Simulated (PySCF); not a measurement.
A side-by-side comparison of computed properties.

First species: C₆H₅NO.
Cartesian coordinates in Å at the GFN2-xTB level; atoms count from 1:
```xyz
13
C6H5NO angstrom
O      2.829    0.972    0.011
C      2.136   -0.008   -0.054
C      0.662   -0.005   -0.017
C     -0.062   -1.193   -0.101
C     -1.446   -1.120   -0.062
N     -2.110    0.017    0.051
C     -1.424    1.145    0.131
C     -0.040    1.195    0.103
H      2.576   -1.021   -0.150
H      0.444   -2.142   -0.195
H     -2.056   -2.012   -0.124
H     -2.016    2.046    0.221
H      0.501    2.126    0.169
```

Second species: CH8F2Si3.
SMILES: `F[C@@H]([SiH3])[Si@H](F)[SiH3]`

Levels: PBE0/def2-SVPD for dipole moment, HOMO energy, LUMO energy, HOMO–LUMO gap, static isotropic polarisability and electronic spatial extent ⟨r²⟩ about the centre of nuclear charge; TDDFT PBE0/def2-SVPD for lowest singlet excitation; TDA PBE0/def2-SVPD for lowest triplet excitation (Tamm–Dancoff); GFN2-xTB for rotational constant A and rotational constant C. Geometries: GFN2-xTB. Each species is one conformer at its optimised geometry, gas phase, non-relativistic unless stated; the electronic structure was computed with PySCF and density fitting.

The conformers computed, where there is a choice (atom-mapped SMILES and torsion angles):
- `[O:1]=[CH:2][c:3]1[cH:4][cH:5][n:6][cH:7][cH:8]1`: O1–C2–C3–C4 180°
- `[F:1][C@@H:2]([SiH3:3])[Si@H:4]([F:5])[SiH3:6]`: F1–C2–Si4–F5 173°

Values for the first species:

| Property | Result |
| --- | --- |
| Dipole moment | 1.81 D |
| HOMO energy | -7.80 eV |
| LUMO energy | -2.53 eV |
| HOMO–LUMO gap | 5.27 eV |
| Lowest singlet excitation | 3.56 eV |
| Lowest triplet excitation (Tamm–Dancoff) | 3.02 eV |
| Static isotropic polarisability | 77.1 au |
| Electronic spatial extent ⟨r²⟩ about the centre of nuclear charge | 902 bohr² |
| Rotational constant A | 5.590 GHz |
| Rotational constant C | 1.230 GHz |

Question: Estimate the same properties for the second species, and the change in each.

Answer: 
```csv
property,first,second,second less first
dipole moment,1.81 D,0.25 D,-1.56 D
HOMO energy,-7.80 eV,-8.15 eV,-0.35 eV
LUMO energy,-2.53 eV,-1.00 eV,+1.53 eV
HOMO–LUMO gap,5.27 eV,7.15 eV,+1.88 eV
lowest singlet excitation,3.56 eV,5.82 eV,+2.26 eV
lowest triplet excitation (Tamm–Dancoff),3.02 eV,5.26 eV,+2.24 eV
static isotropic polarisability,77.1 au,97.5 au,+20.4 au
electronic spatial extent ⟨r²⟩ about the centre of nuclear charge,902 bohr²,1445 bohr²,+543 bohr²
rotational constant A,5.590 GHz,2.869 GHz,-2.721 GHz
rotational constant C,1.230 GHz,0.784 GHz,-0.446 GHz
```

On the first: In wavenumbers S1 is 28700 cm⁻¹ (1 eV = 8065.54 cm⁻¹). The polarisability is 11.42 Å³ as a volume (1 au = 0.148185 Å³), or 1.38 au for each of the 56 electrons.

On the second: The 8 singlets span 5.82 to 7.81 eV, and their oscillator strengths add up to 0.43. The principal polarisabilities are 81.7, 86.5 and 124.3 au; their mean is the isotropic value. GFN2-xTB frequencies show an imaginary mode (26i cm⁻¹), so this geometry is no minimum at that level.
